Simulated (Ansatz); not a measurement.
Worked example: SiH(CH3)(OH)2 → SiH(CH3)(OH) + OH

Species: SiH(CH3)(OH)2, singlet; SiH(CH3)(OH), doublet; OH, doublet. 

Shapes, held fixed at every level: PBE0-D4/def2-TZVP. Flexible molecules stand in one conformer, not always the lowest. Programs: Ansatz 0.2.0. The zero-point and thermal change to 298 K, harmonic and unscaled (PBE0-D4/def2-TZVP), is -14.3 kJ/mol.

At CCSD(T)/CBS estimate; 1 Eh = 2625.50 kJ/mol:

| species | energy (Eh) |
| --- | --- |
| SiH(CH3)(OH)2 | -481.210218 |
| SiH(CH3)(OH) | -405.312132 |
| OH | -75.677713 |

Work out ΔH(298 K) of the reaction at this level.


1. Products less reactants: (-405.312132) + (-75.677713) − [(-481.210218)] = 0.220373 Eh = +578.6 kJ/mol.
2. With the thermal change: +578.6 + (-14.3) = +564.3 kJ/mol.

Other levels give +408.6 (HF/def2-SVP) to +579.9 kJ/mol (MP2/def2-TZVPP). No measured value is set beside it here. Open shells run unrestricted unless RO is named. The CBS estimate extrapolates MP2 from def2-TZVPP and def2-QZVPP and adds CCSD(T) − MP2 in the triple-zeta set, cores frozen.
